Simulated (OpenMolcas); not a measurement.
**Levels of Cu6+ by method**

| Property | Result |
| --- | --- |
| Program | OpenMolcas |
| Basis | ANO-R3 [7s5p5d3f2g1h] |
| Scalar Hamiltonian | X2C, finite nucleus |
| Active space | 5 electrons in 5 orbitals (3d) |
| State averaging | 2S+1 = 6 even, 1 root; 2S+1 = 4 even, 24 roots; 2S+1 = 2 even, 75 roots |
| Spin-orbit coupling | state interaction with AMFI integrals over the reference wave functions, term energies averaged over their components |

Methods on the same reference wave functions:
A. CASSCF
B. SS-CASPT2, IPEA 0.25 Eh, imaginary shift 0.1 Eh (closed shells correlated: 3s 3p)
C. MS-CASPT2, IPEA 0.25 Eh, imaginary shift 0.1 Eh (closed shells correlated: 3s 3p)

Energies in cm-1 above 3d5 6S 5/2, the measured ground level; measured values from the list in Gamrath, thesis, University of Mons (2023).

| Level | A | B | C | Measured |
| --- | --- | --- | --- | --- |
| 3d5 6S 5/2 | 0.0 | 0.0 | 0.0 | 0.0 |
| 3d5 4G 5/2 | 51670 | 47440 | 47440 |  |
| 3d5 4G 7/2 | 51777 | 47570 | 47570 |  |
| 3d5 4G 11/2 | 51805 | 47610 | 47610 |  |
| 3d5 4G 9/2 | 51840 | 47650 | 47650 |  |
| 3d5 4P 5/2 | 59191 | 52100 | 52100 | 50732 |
| 3d5 4P 3/2 | 59477 | 52400 | 52400 | 51067 |
| 3d5 4P 1/2 | 59826 | 52760 | 52760 | 51407 |
| 3d5 4D 7/2 | 64182 | 56900 | 56900 | 55742 |
| 3d5 4D 1/2 | 64526 | 57260 | 57260 | 56210 |
| 3d5 4D 3/2 | 64794 | 57540 | 57540 | 56428 |
| 3d5 4D 5/2 | 64845 | 57580 | 57580 | 56427 |
| 3d5 2I 11/2 | 73722 | 69400 | 69400 | 67757 |
| 3d5 2I 13/2 | 73977 | 69700 | 69700 | 67918 |
| 3d5 2D 5/2(1) [61 %] | 82015 | 72780 | 72780 |  |
| 3d5 2D 3/2(1) | 83533 | 74150 | 74150 | 72227 |
| 3d5 2F 7/2(1) | 85545 | 76690 | 76690 | 74408 |
| 3d5 4F 9/2 | 86396 | 77750 | 77750 | 75930 |
| 3d5 4F 5/2 | 86596 | 77890 | 77890 | 76019 |
| 3d5 4F 7/2 | 86702 | 78040 | 78040 | 76349 |
| 3d5 4F 3/2 | 87370 | 78610 | 78610 | 76886 |
| 3d5 2H 9/2 [67 %] | 90366 | 82810 | 82810 | 80717 |
| 3d5 2H 11/2 | 91291 | 84180 | 84180 | 81954 |
| 3d5 2G 7/2(1) | 93606 | 84720 | 84720 | 82746 |

Deviations, from unrounded energies. A percentage is the sum of absolute deviations over the sum of measured energies, with the sign that they share, or ± where signs differ.

```
                        Against measurement  Levels      A     B     C
             mean absolute deviation (cm-1)      18   9200  1600  1600
other terms of the ground configuration (%)      18  +13.6  +2.4  +2.4
```

B, C lie about equally close to measurement and A furthest from it. The largest miss of C in the table is 3d5 2F 7/2(1), by +2300 cm-1. The ranking rests on the paired levels alone, and a cruder setting can come out closer through cancelling errors.

Between B and C no level of the table moves by more than 5 cm-1.

The two smallest mean deviations differ by little beside CASPT2's spread within terms, so their order carries little weight.

From A to B the spin-free energies of the other terms of 3d5 shown, above 6S, scale by factors of 0.88 to 0.94, as is usual when dynamic correlation screens the repulsion within a d or f shell.

The lowest spin-free term lies below A's lowest term by 0.472 hartree in B, 0.472 hartree in C.

CASPT2 does not keep the components of a term degenerate, so their means are used; among the terms shown or strongly mixed into the levels shown the widest spread is 460 cm-1 (3d5 4F, C). Some levels mix across a computed gap that differs much from the measured one, so their mixing is not that of the real levels. Without dynamic correlation excited terms often stand tens of per cent too high (terms of higher spin than the ground term too low), and those without a measured partner can miss by more than the paired ones (holds for A). Blocks of more than 70 roots (2S+1 = 2 even) ran without multistate coupling (holds for C). Computed and measured levels are paired by configuration, term and J; levels that our copy of the source lacks, or whose pairing is in doubt (as where it misses far off the trend of its configuration), stay unpaired and out of the deviations. Levels of configurations outside the active space are missing. Levels that lie high or do not pair safely by name in every column are left out.

A share in square brackets marks a mixed level and gives the weight of the term that names it, the lowest over the columns. A number in round brackets counts repeated terms of one configuration in the order of the reference energies.
